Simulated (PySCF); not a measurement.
Some computed properties have been withheld. Give your best values.

C7H11FSi2.
Geometry (GFN2-xTB, Å), atoms numbered from 1 in this order:
```xyz
21
C7H11FSi2 angstrom
C     -3.6287   -0.6579   -0.0870
Si    -2.5565    0.7956    0.4914
C     -0.7346    0.3838    0.1948
C     -0.2644   -0.8120   -0.3382
C      1.0877   -1.0429   -0.5072
C      2.0390   -0.0898   -0.1528
Si     3.8809   -0.4281   -0.3901
C      1.5842    1.1133    0.3763
C      0.2302    1.3193    0.5365
F     -0.1852    2.5004    1.0619
H     -4.6794   -0.4338    0.0665
H     -3.4058   -1.5682    0.4625
H     -3.4905   -0.8645   -1.1446
H     -2.8875    2.0055   -0.2707
H     -2.7422    1.0219    1.9300
H     -0.9751   -1.5746   -0.6217
H      1.4175   -1.9857   -0.9207
H      4.6460    0.6084    0.3028
H      4.1902   -1.7486    0.1639
H      4.1891   -0.4143   -1.8225
H      2.2762    1.8891    0.6683
```

```csv
property,level,value
"rotational constants A, B, C of the GFN2-xTB geometry",GFN2-xTB,"2.123, 0.499, 0.409 GHz"
dipole moment,PBE0/pcSseg-1,?
HOMO energy,PBE0/pcSseg-1,?
LUMO energy,PBE0/pcSseg-1,?
13C chemical shifts (computed TMS as zero) by class,GIAO PBE0/pcSseg-1,?
1H chemical shifts (computed TMS as zero) by class,GIAO PBE0/pcSseg-1,"7.60 (H16), 7.57 (H17), 7.49 (H21), 4.91 (H14/H15), 4.55 (H18/H19/H20), 0.43 (H11/H12/H13) ppm"
"isotropic shieldings of nuclei other than C and H, by class",GIAO PBE0/pcSseg-1,"277 (F10), 404 (Si2), 417 (Si7) ppm"
```

Electronic properties: PySCF, gas phase, density fitting. One conformer (not necessarily the lowest) at the GFN2-xTB geometry, without solvent or vibrations. NMR classes are plain means over equivalent atoms (diastereotopic ones count apart unless rotation or inversion swaps them), as if these changed places fast; in this geometry the members of some classes differ.

Problem. What is the HOMO energy?

Solution. -7.33 eV.

Problem. What is the LUMO energy?

Solution. -1.04 eV.

Problem. The dipole moment?

Solution. 1.73 D.

Problem. The 13C chemical shifts (computed TMS as zero) by class?

Solution. 176.6 (C9), 140.1 (C6), 139.2 (C4), 135.8 (C5), 127.6 (C3), 126.9 (C8), -9.6 (C1) ppm.

The rotational constants make it an asymmetric top with κ = (2B − A − C)/(A − C) = -0.89, nearer the prolate limit (−1). With B = h/(8π²I), that is 505.379 GHz u Å² over I, the principal moments of inertia are 238.0, 1013.1 and 1236.3 u Å² (most abundant isotopes); the inertial defect Ic − Ia − Ib is -14.8 u Å² (zero for a rigid planar frame, negative otherwise). In atomic units the dipole is 0.68 e·bohr (1 au = 2.5417 D).

For the NMR shielding job (PBE0/pcSseg-1), hardware: one thread of an Arm Neoverse N1 (shared host). Cost: 91 s of wall time, 1.1 GiB resident at most.
